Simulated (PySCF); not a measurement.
Si(Br)2(Me)(NH2) (CH₅Br₂NSi), SMILES Br[Si](N)(Br)C. Atoms are numbered in the order given.

```xyz
10

C      1.4270    -1.7999     0.0000
Si    -0.0664    -0.6999     0.0000
N     -1.5773    -1.5104     0.0000
Br     0.0361     0.5747     1.8347
Br     0.0361     0.5747    -1.8347
H      1.4141    -2.4413    -0.8945
H      1.4141    -2.4413     0.8945
H      2.3519    -1.2056     0.0000
H     -2.1475    -1.4838    -0.8381
H     -2.1475    -1.4838     0.8381
```
Charge 0, spin multiplicity 1.

The structure is a stationary point at PBE0-D3(BJ)/def2-SVP. A frequency run showed that this geometry is not a minimum. The structure was generated by enumeration, and PubChem lists no compound with its InChIKey, so it may never have been made. The values are those of a single conformer.

Two levels are set side by side: PBE/pcSseg-1 (PySCF) and B3LYP/pcSseg-1 (PySCF). GIAO shifts against NH3 (¹⁵N), TMS (²⁹Si), TMS (¹H), TMS (¹³C) at the same level; non-relativistic, no solvent, atoms listed together averaged. Without spin–orbit terms, shifts of atoms bonded to Cl or Br come out too high at both levels. Differences are taken from unrounded values.

```
quantity                B3LYP   PBE  PBE minus B3LYP
----------------------  -----  ----  ---------------
δ(¹³C) of C1 (ppm)       18.7  19.4              0.7
δ(²⁹Si) of Si2 (ppm)     43.5  43.7              0.1
δ(¹⁵N) of N3 (ppm)       54.5  59.2              4.7
δ(¹H) of H9, H10 (ppm)   1.56  1.58             0.02
```

Rough cost on one machine, each run with all the roots and properties that it gave: B3LYP against PBE within a factor of 2.
